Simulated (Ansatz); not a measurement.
Compare A (`O[Si](O)(F)[SiH2]F`) with its isomer B (`O[SiH](O)[SiH](F)F`).

Calculated with Ansatz (gas phase, PBE0-D4/def2-TZVP geometries, no zero-point term in ΔE). CCSD(T)/CBS adds triple-zeta CCSD(T) − MP2 to the extrapolated MP2 energy (def2 sets, frozen cores). Functionals use def2-TZVPP. One conformer a species, not always the lowest.

A:

```xyz
10

O     1.030   -0.203   -1.638
Si    0.646   -0.344   -0.056
O     0.369   -1.912    0.262
F     1.889    0.209    0.786
Si   -1.279    0.820    0.595
F    -1.087    2.364    0.188
H     1.497    0.582   -1.927
H     0.917   -2.579   -0.157
H    -1.505    0.755    2.061
H    -2.478    0.308   -0.115
```

B:

Z-matrix (Å, degrees):
```
Si
O 1 1.636
Si 1 2.350 2 103.8
O 1 1.646 2 109.7 3 118.1
H 1 1.493 2 112.2 3 -121.6
H 2 0.959 1 119.0 3 -178.3
F 3 1.598 1 108.1 2 174.3
F 3 1.595 1 110.3 2 -69.6
H 3 1.482 1 116.8 2 53.3
H 4 0.958 1 118.0 2 143.4
```

Q: Which is lower in electronic energy at CCSD(T)/CBS, and by how much? (Estimate.)

A: Computed: A, by 4.7 kcal/mol.

Q: Give E(B) − E(A) in kcal/mol with PBE0-D4, ωB97M-V, r2SCAN-D4, HF/def2-TZVPP, MP2/def2-TZVPP, PBE-D4, CCSD/def2-TZVPP. (An estimate is asked.)

A: The calculation gave: PBE0-D4 4.9, ωB97M-V 4.9, r2SCAN-D4 5.0, HF/def2-TZVPP 4.8, MP2/def2-TZVPP 4.6, PBE-D4 4.6, CCSD/def2-TZVPP 4.8. None reverses the order clearly.

Largest T1 diagnostic: 0.012.
